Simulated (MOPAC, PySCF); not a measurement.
Species: SiHSCl$_{2}$ (charge 0, doublet). SMILES: S[Si](Cl)Cl
Coordinates optimised at B3LYP-D3(BJ)/def2-TZVP (Ansatz):
```
Si
Cl 1 2.0640
Cl 1 2.0731 2 109.73
S 1 2.1439 2 105.30 3 120.61
H 4 1.3458 1 93.17 2 -174.04
```
Charge 0, spin multiplicity 2.

Unscaled harmonic wavenumbers (cm⁻¹) in rising order, each level at the stationary point that it reaches from this structure (no distance between atoms moves by over 0.3 Å); the order of modes can differ between levels, and a negative number is imaginary. B3LYP-D3(BJ)/def2-TZVP (PySCF, at the structure above): 134, 152, 221, 230, 435, 542, 548, 761, 2663.

AM1 (MOPAC): 106, 125, 140, 163, 360, 491, 509, 684, 2028. Zero-point energy 6.6 against 8.1 kcal/mol; where all levels lie over 400 cm⁻¹, the wavenumbers are on average 0.874 times those of B3LYP-D3(BJ)/def2-TZVP.

PM6 (MOPAC): 95, 109, 113, 145, 336, 449, 511, 543, 2653. Zero-point energy 7.1 against 8.1 kcal/mol; where all levels lie over 400 cm⁻¹, the wavenumbers are on average 0.868 times those of B3LYP-D3(BJ)/def2-TZVP.

PM7 (MOPAC): 120, 143, 154, 179, 430, 644, 647, 742, 2464. Zero-point energy 7.9 against 8.1 kcal/mol; where all levels lie over 400 cm⁻¹, the wavenumbers are on average 1.068 times those of B3LYP-D3(BJ)/def2-TZVP.
